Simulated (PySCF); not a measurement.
Relaxation of triplet ZrHF

Computed with UPBE0/[Zr def2-TZVP with ECP28, H def2-TZVP, F def2-TZVP], scalar-relativistic core potentials, density fitting, no spin–orbit coupling, PySCF. A (50,194) grid was used.

A hand-made bent start, of Cs symmetry, held to at least that symmetry:

```xyz
3
charge 0 multiplicity 3, angstrom
Zr   -0.2947    0.0000   -0.2259
H    -1.8183    0.0000    0.8410
F     1.4911    0.0000    1.0245
```

What forces act on the atoms at the start (eV/Å)?


| atom | Fx | Fy | Fz |
| --- | --- | --- | --- |
| Zr1 | 2.85 | 0.00 | 2.58 |
| H2 | 0.00 | 0.00 | -0.31 |
| F3 | -2.85 | 0.00 | -2.27 |

What does it relax to?

It ends at Cs with Zr–F 1.890 Å, Zr–H 1.862 Å; F–Zr–H 118.4° (after a last refinement on a finer grid). A frequency run shows a minimum. Other isomers or separated fragments may lie lower.

How much energy is released, and in how many steps?

68.3 kJ/mol in 6 steps.

Other spin states or occupations of the open shell can lie lower.

The relaxation took 11 s on 2 threads of a shared Arm Neoverse V2 host, with 77 basis functions and 8 gradients; the process peaked at 0.51 GiB.
